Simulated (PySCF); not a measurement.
Coordinates in bohr (charge 0 multiplicity 1):
```
Se    0.0000    0.0000   -3.0013
Sn    2.7638    0.0000    1.0002
Sn   -2.7638    0.0000    1.0002
```

These are results of PBE0/[Se def2-SVP, Sn def2-SVP with ECP28], scalar-relativistic core potentials, density fitting, no spin–orbit coupling, PySCF, not measurements.

This geometry of Sn₂Se is a stationary point at this level.

Problem. What is the point group?

Solution. C2v.

Problem. Is it a minimum?

Solution. Yes: all harmonic wavenumbers are real.

Problem. Give the atomic charges and bond orders.

Solution. 
```json
{"atom": "Se1", "Mulliken": "-0.35", "Löwdin": "-0.09", "polar tensor": "-0.54", "Mayer order to Se1": "–"}
{"atom": "Sn2,3", "Mulliken": "0.17", "Löwdin": "0.04", "polar tensor": "0.27", "Mayer order to Se1": "1.19"}
```
Other Mayer orders above 0.3: Sn–Sn 1.06.

Problem. Give the ideal-gas entropy at 298.15 K and 1 bar by parts.

Solution. translation 180.8, rotation 119.6, vibration 26.9, spin 0.0; total 327.4 J/(mol K).

This need not be the most stable arrangement of these atoms.
